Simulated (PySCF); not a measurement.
Members of one family of related compounds. Level of theory: TDDFT CAM-B3LYP/def2-SVPD, vertical, gas phase, core orbitals frozen in the response (PySCF 2.14.0, density-fitted response routines). Geometries: PBE0-D3(BJ)/def2-SVP; one conformer of each isolated species. Triplets are in the Tamm–Dancoff approximation.

Question: Rank by computed HOMO–LUMO gap, lowest first.
A. `C[N+]1(C)[BH2-]CC[C@@H]1CN`
B. `C[N+]1(C)[BH2-]CC[C@H]1C#C`
C. `[N+]1([BH2-]CC[C@H]1B(O)O)(C)C`
D. `B[C@@H]1CC[BH2-][N+]1(C)C`

Answer: D (7.90 eV), C (8.98 eV), A (9.65 eV), B (9.87 eV).

```tsv
SMILES	gap (eV)	LUMO (eV)	T1 (eV)	S1 (eV)	f (S1)	first f ≥ 0.01 (nm)	S1 mainly
B[C@@H]1CC[BH2-][N+]1(C)C	7.90	-0.80	4.93	5.38	0.002	172	H-2→L (37%)
C[N+]1(C)[BH2-]CC[C@H]1B(O)O	8.98	0.35	6.82	6.93	0.007	176	H→L (60%)
C[N+]1(C)[BH2-]CC[C@@H]1CN	9.65	1.01	6.16	6.46	0.010	170	H-1→L (39%)
C#C[C@@H]1CC[BH2-][N+]1(C)C	9.87	1.08	5.30	6.27	0.000	171	H-2→L+1 (66%)
```

H and L stand for HOMO and LUMO.

- `B[C@@H]1CC[BH2-][N+]1(C)C`: Löwdin shares by element: HOMO hydrogen 36% or more, boron 33% or more, carbon 11% or more (atoms not listed hold the other 20%); LUMO boron 52% or more, hydrogen 20% or more, carbon 12% or more (atoms not listed hold the other 16%).
- `C[N+]1(C)[BH2-]CC[C@H]1B(O)O`: Löwdin shares by element: HOMO hydrogen 36% or more, boron 33% or more, carbon 11% or more (atoms not listed hold the other 19%); LUMO boron 41% or more, oxygen 24%, hydrogen 6% or more (atoms not listed hold the other 28%).
- `C[N+]1(C)[BH2-]CC[C@@H]1CN`: Löwdin shares by element: HOMO hydrogen 33% or more, boron 31%, carbon 12% or more (atoms not listed hold the other 24%); LUMO hydrogen 25% or more, carbon 14% or more (atoms not listed hold the other 61%).
- `C#C[C@@H]1CC[BH2-][N+]1(C)C`: Löwdin shares by element: HOMO hydrogen 34% or more, boron 32%, carbon 12% or more (atoms not listed hold the other 22%); LUMO carbon 32% or more, boron 12% (atoms not listed hold the other 57%).

Without π bonds the low states are Rydberg-like; a valence basis with one diffuse set may place them up to an eV too high.
